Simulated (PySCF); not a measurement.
An unknown gives this computed stick spectrum. The calculation used TDDFT CAM-B3LYP/def2-SVPD, vertical, gas phase, core orbitals frozen in the response (PySCF). Geometries: PBE0-D3(BJ)/def2-SVP, one conformer each.

```json
{"state": "S1", "λ (nm)": "294.4", "f": "0.0046"}
{"state": "S2", "λ (nm)": "255.7", "f": "0.0099"}
{"state": "S3", "λ (nm)": "242.6", "f": "0.0023"}
{"state": "S4", "λ (nm)": "240.6", "f": "0.0027"}
{"state": "S5", "λ (nm)": "213.5", "f": "0.031"}
{"state": "S6", "λ (nm)": "196.9", "f": "0.017"}
```

Orbital energies (eV): HOMO-3 -10.49, HOMO-2 -9.57, HOMO-1 -8.41, HOMO -8.10, LUMO -0.10, LUMO+1 0.67, LUMO+2 1.02.

Question: Which structure fits?
A. `O=CO[SiH]1SCCS1`
B. `C1CSC(C=O)S1`
C. `[SiH3]O[SiH](O[SiH3])O[SiH2]S`

Answer: B. Its S1, at 4.21 eV, is the lowest among the candidates; the nearest of the others has S1 at 5.46 eV. S1 is HOMO-1→LUMO (55%), HOMO-2→LUMO (34%). Löwdin shares by element: HOMO sulfur 72%, carbon 17% or more; LUMO carbon 39% or more, oxygen 27%, sulfur 20% or more. At the same level the other candidates give, for their lowest levels:
- `O=CO[SiH]1SCCS1`: 227 nm (f 0.002); 218 nm (f 0.004); 213 nm (f 0.001); 190 nm (f 0.026); 187 nm (f 0.006); T1 5.06 eV; HOMO -8.62, LUMO 0.35 eV
- `[SiH3]O[SiH](O[SiH3])O[SiH2]S`: 198 nm (f 0.013); 180 nm (f 0.048); 169 nm (f 0.019); 161 nm (f 0.009); 161 nm (f 0.017); T1 5.80 eV; HOMO -9.18, LUMO 0.55 eV
Triplets come from the Tamm–Dancoff approximation.
